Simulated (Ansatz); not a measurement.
`C=N[SiH](F)F` + `[SiH3][O][GeH3]` → `F[SiH](F)O[SiH3]` + `C=[N][GeH3]` at 600 K and 1 bar (redistribution).

Gas-phase electronic energies from Ansatz, PBE0-D4/def2-TZVP geometries. CBS: MP2 limit from def2 TZ/QZ plus the TZ coupled-cluster correction, frozen cores. For Ge outer-core shells are correlated without core-valence functions, which leaves a few kJ/mol of doubt a bond. Scalar relativity is left out up to krypton. One conformer a species, not always the lowest.

```csv
species,CCSD(T)/CBS energy (Eh),H − E (kJ/mol),S (J/(mol·K))
`C=N[SiH](F)F`,-583.35600,171.7,398.1
`[SiH3][O][GeH3]`,-2444.01593,192.8,424.7
`F[SiH](F)O[SiH3]`,-855.55648,179.9,465.0
`C=[N][GeH3]`,-2171.83462,184.6,360.4
```

H − E and S are ideal-gas, rigid-rotor, harmonic terms from PBE0-D4/def2-TZVP, for one conformer and one mirror image of each species. 1 Eh = 2625.50 kJ/mol, R = 8.31446 J/(mol·K).

By hand: ΔE, ΔH, ΔS and ΔG.

ΔE = (-855.55648) + (-2171.83462) − (-583.35600) − (-2444.01593) = -0.01917 Eh = -50.3 kJ/mol. Δ(H − E) = 179.9 + 184.6 − 171.7 − 192.8 = 0.0, so ΔH = -50.3 kJ/mol. ΔS = 465.0 + 360.4 − 398.1 − 424.7 = 2.6 J/(mol·K). ΔG = -50.3 − 600 × (2.6)/1000 = -51.9 kJ/mol.

By hand: the equilibrium constant, and the temperature at which ΔG would vanish if ΔH and ΔS stayed fixed.

log₁₀ K = −ΔG/(RT ln 10) = 4.5. ΔH and −TΔS have one sign here, so there is no such temperature. One of them is within its doubt of zero, so this could turn.

The number of gas molecules stays the same, so ΔS is small and ΔH decides. A doubt of 5 kJ/mol in ΔE shifts log₁₀ K by 0.4 here. Other conformers and mirror images would add mixing entropy, several J/(mol·K) or more a flexible species. Modes under 60 cm⁻¹, often nearly free rotors, make the harmonic entropy too high. These are equilibria of isolated gas molecules and say nothing of rates. Largest T1 diagnostic: 0.013 (customary marks: 0.02 for closed shells, 0.045 for open ones).
